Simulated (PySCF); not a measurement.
A structure optimised at GFN2-xTB (Å):
```
C 
S   1  1.8154
C   2  1.7602  1  103.86
C   3  1.3951  2  117.18  1   179.09
C   4  1.3815  3  118.53  2   179.88
N   5  1.3244  4  123.65  3     0.24
C   6  1.3202  5  117.49  4    -0.06
C   7  1.3863  6  124.16  5    -0.21
H   1  1.0862  2  109.97  3    62.29
H   1  1.0857  2  105.65  3  -179.20
H   1  1.0861  2  110.00  3   -60.80
H   4  1.0785  3  120.14  2    -0.27
H   5  1.0819  4  120.70  3  -179.82
H   7  1.0825  6  115.66  5   179.71
H   8  1.0775  3  122.22  2    -0.09
```
Z-matrix in Å and degrees, rows numbered from 1.

Neutral, closed shell.

Problem. Read off the bonds between heavy atoms and their formal orders.

Solution. C1–S2 (single); S2–C3 (single); C3–C4 (aromatic); C4–C5 (aromatic); C5–N6 (aromatic); N6–C7 (aromatic); C7–C8 (aromatic); C3–C8 (aromatic). Hydrogens: H9, H10, H11 on C1; H12 on C4; H13 on C5; H14 on C7; H15 on C8.

Problem. Give the structure as a SMILES string.

Solution. `CSc1ccncc1`, C6H7NS, 4-(methylthio)pyridine. Among its features: pyridine-type ring nitrogen and sulfide.

Problem. Name the point group.

Solution. Cs (tolerance 0.08 Å).

Problem. Which rings does it hold (smallest set)?

Solution. C3–C4–C5–N6–C7–C8 (6 members, 0.00 Å rms from planarity).

Problem. Describe the place of each heavy atom.

Solution. C1: S-methyl carbon; S2: sulfide sulfur; C3: substituted aromatic carbon; C4/C8: aromatic CH carbon; C5/C7: aromatic CH next to a ring nitrogen; N6: pyridine-type nitrogen.

Problem. What is the arrangement about N6?

Solution. It has 2 neighbours (C5, C7) and is bent (angle 117.5°).

Problem. What is the arrangement about S2?

Solution. It has 2 neighbours (C1, C3) and is bent (angle 103.9°).

All values are computed, not measured.
